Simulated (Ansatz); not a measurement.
Ansatz (a quantum-chemistry and plane-wave program) input (RI-MP2/cc-pV(T+d)Z):
A basis named .json is the Basis Set Exchange file of that set.

Ansatz 0.2 input:
```yaml
crystal:
  periodic: [false, false, false]
  atoms:
    - {symbol: O, position_ang: [-0.72576827, -1.24571506, -0.07855872]}
    - {symbol: S, position_ang: [-0.02068496, 0.02563040, 0.22553294]}
    - {symbol: O, position_ang: [-0.67627828, 1.22533825, -0.35483931]}
    - {symbol: O, position_ang: [1.44341647, -0.03088397, -0.01766786]}
basis:
  gaussian:
    orbitals: cc-pV_T+d_Z.json
    fitting: {mean_field: def2-universal-jkfit, correlation: cc-pVTZ-RIFIT.json}
total_charge: -1
magnetization: {spin_polarized: true, initial_magnetization: 1}
correlation: {method: mp2, electrons: outside_noble_gas}
```

Output:

```
Functional definition: HF
integrals: 0.06 GiB planned
359 factors; integrals over basis functions are off by at most 1.3e0 eV
365 factors; integrals over basis functions are off by at most 7.1e-1 eV
mean field: 0.28 GiB planned
mean field evaluation 1: about -16926.9605 eV, gradient 3.5e1 eV
mean field evaluation 2: about -16929.7252 eV, gradient 2.3e1 eV
mean field evaluation 4: about -16931.5875 eV, gradient 1.1e0 eV
mean field evaluation 8: about -16931.5990 eV, gradient 2.4e-6 eV
mean field -16931.59904840 eV, -622.2247883786 hartree, gradient 2.4e-6 eV, S^2 0.772744; 0 other end points of the search recorded, 0 dependent functions left out
8 core orbitals not correlated
reference -16931.59904840 eV, -622.2247883786 hartree; 13, 12 occupied and 108, 109 virtual orbitals, 365 factors
second order -24.16565615 eV of doubles, -0.00000000 eV of singles
Total energy: -16955.76470455 eV, -623.1128598621 hartree
```
